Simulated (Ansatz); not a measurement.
**A relaxation, step by step**

C₂H₇In, closed shell, PBE0-D4/def2-TZVP (Ansatz 0.2.0). Settings:

```yaml
hamiltonian: {xc: pbe0, dispersion: d4}
relax: {f_tol: 0.005, max_steps: 200}
```

Start, a step off a saddle point along its unstable mode:

| atom | x (Å) | y (Å) | z (Å) |
| --- | --- | --- | --- |
| In1 | 1.1729 | 0.1384 | 1.5712 |
| C2 | 0.5024 | 1.1033 | -0.7329 |
| H3 | 0.1060 | 0.2364 | -0.1542 |
| C4 | -0.6602 | -1.2007 | 0.6303 |
| H5 | 0.3502 | 2.1328 | -0.3625 |
| H6 | 1.5296 | 1.0824 | -1.1394 |
| H7 | -0.1759 | 0.9579 | -1.5675 |
| H8 | -0.1937 | -2.1837 | 0.6165 |
| H9 | -1.3741 | -1.1380 | 1.4477 |
| H10 | -1.2572 | -1.1288 | -0.3091 |

```json
{"step": "1", "energy less the last (meV)": "1207.4", "largest force component (eV/Å)": "1.644"}
{"step": "3", "energy less the last (meV)": "271.7", "largest force component (eV/Å)": "0.829"}
{"step": "5", "energy less the last (meV)": "49.1", "largest force component (eV/Å)": "0.264"}
{"step": "7", "energy less the last (meV)": "22.3", "largest force component (eV/Å)": "0.129"}
{"step": "9 (rejected trial)", "energy less the last (meV)": "23.4", "largest force component (eV/Å)": "0.456"}
{"step": "11", "energy less the last (meV)": "12.7", "largest force component (eV/Å)": "0.140"}
{"step": "13", "energy less the last (meV)": "11.2", "largest force component (eV/Å)": "0.003"}
{"step": "15", "energy less the last (meV)": "10.5", "largest force component (eV/Å)": "0.025"}
{"step": "17 (rejected trial)", "energy less the last (meV)": "16.7", "largest force component (eV/Å)": "0.355"}
{"step": "19", "energy less the last (meV)": "9.2", "largest force component (eV/Å)": "0.032"}
{"step": "21", "energy less the last (meV)": "8.8", "largest force component (eV/Å)": "0.035"}
{"step": "23", "energy less the last (meV)": "7.7", "largest force component (eV/Å)": "0.130"}
{"step": "25", "energy less the last (meV)": "4.6", "largest force component (eV/Å)": "0.073"}
{"step": "27", "energy less the last (meV)": "4.0", "largest force component (eV/Å)": "0.084"}
{"step": "29 (rejected trial)", "energy less the last (meV)": "3.5", "largest force component (eV/Å)": "0.168"}
{"step": "31", "energy less the last (meV)": "2.5", "largest force component (eV/Å)": "0.006"}
{"step": "33 (rejected trial)", "energy less the last (meV)": "1.6", "largest force component (eV/Å)": "0.121"}
{"step": "35", "energy less the last (meV)": "0.6", "largest force component (eV/Å)": "0.031"}
{"step": "37", "energy less the last (meV)": "0.1", "largest force component (eV/Å)": "0.022"}
{"step": "39", "energy less the last (meV)": "0.0", "largest force component (eV/Å)": "0.004"}
{"step": "40", "energy less the last (meV)": "0.0", "largest force component (eV/Å)": "0.004"}
```

Step 7, positions (Å) and forces (eV/Å):

| atom | x | y | z | Fx | Fy | Fz |
| --- | --- | --- | --- | --- | --- | --- |
| In1 | 0.951 | -0.416 | 2.048 | 0.006 | 0.024 | -0.020 |
| C2 | 0.555 | 1.494 | -1.202 | -0.066 | 0.024 | -0.129 |
| H3 | 0.078 | 0.613 | -0.769 | 0.027 | 0.027 | 0.001 |
| C4 | -0.707 | -1.597 | 1.110 | -0.003 | -0.017 | 0.014 |
| H5 | 0.417 | 2.355 | -0.548 | 0.000 | -0.029 | -0.004 |
| H6 | 1.620 | 1.311 | -1.344 | -0.025 | -0.008 | 0.013 |
| H7 | 0.089 | 1.696 | -2.171 | 0.074 | 0.001 | 0.110 |
| H8 | -0.376 | -2.626 | 0.926 | -0.017 | -0.002 | -0.005 |
| H9 | -1.564 | -1.643 | 1.793 | -0.006 | -0.011 | -0.013 |
| H10 | -1.063 | -1.188 | 0.158 | 0.011 | -0.010 | 0.033 |

Step 21, positions (Å) and forces (eV/Å):

| atom | x | y | z | Fx | Fy | Fz |
| --- | --- | --- | --- | --- | --- | --- |
| In1 | 0.907 | -0.266 | 1.975 | -0.001 | 0.001 | 0.000 |
| C2 | 0.563 | 1.466 | -1.252 | 0.003 | -0.004 | 0.004 |
| H3 | -0.066 | 0.577 | -1.196 | 0.002 | 0.000 | 0.002 |
| C4 | -0.715 | -1.589 | 1.176 | -0.020 | -0.023 | -0.010 |
| H5 | 0.298 | 2.158 | -0.452 | -0.002 | -0.003 | -0.004 |
| H6 | 1.612 | 1.185 | -1.156 | -0.003 | 0.002 | -0.002 |
| H7 | 0.407 | 1.953 | -2.214 | 0.002 | 0.002 | -0.002 |
| H8 | -0.299 | -2.517 | 0.763 | -0.017 | 0.035 | 0.011 |
| H9 | -1.416 | -1.867 | 1.973 | 0.023 | 0.005 | -0.028 |
| H10 | -1.292 | -1.101 | 0.382 | 0.014 | -0.015 | 0.028 |

Step 23, positions (Å) and forces (eV/Å):

| atom | x | y | z | Fx | Fy | Fz |
| --- | --- | --- | --- | --- | --- | --- |
| In1 | 0.891 | -0.242 | 1.992 | -0.001 | 0.000 | 0.002 |
| C2 | 0.571 | 1.440 | -1.251 | 0.009 | -0.002 | 0.015 |
| H3 | -0.026 | 0.530 | -1.198 | 0.005 | 0.006 | 0.001 |
| C4 | -0.722 | -1.564 | 1.174 | -0.086 | -0.095 | -0.049 |
| H5 | 0.263 | 2.132 | -0.465 | 0.004 | -0.013 | -0.014 |
| H6 | 1.628 | 1.199 | -1.128 | -0.019 | 0.005 | -0.002 |
| H7 | 0.421 | 1.912 | -2.221 | 0.001 | -0.001 | 0.000 |
| H8 | -0.295 | -2.427 | 0.640 | -0.074 | 0.130 | 0.073 |
| H9 | -1.355 | -1.955 | 1.985 | 0.085 | 0.049 | -0.122 |
| H10 | -1.376 | -1.026 | 0.471 | 0.076 | -0.079 | 0.095 |

Last step (40):

```xyz
10
angstrom
In 0.8269 -0.1463 2.0760
C 0.5789 1.3356 -1.2214
H -0.0022 0.4207 -1.1040
C -0.7246 -1.4606 1.1347
H 0.2026 2.1022 -0.5431
H 1.6297 1.1411 -1.0030
H 0.4875 1.6902 -2.2479
H -0.3256 -1.9853 0.2592
H -1.0795 -2.2186 1.8420
H -1.5940 -0.8790 0.8076
```

Hardware: 4 CPU threads of an Arm Neoverse V1, shared host. Wall time about 71 s.
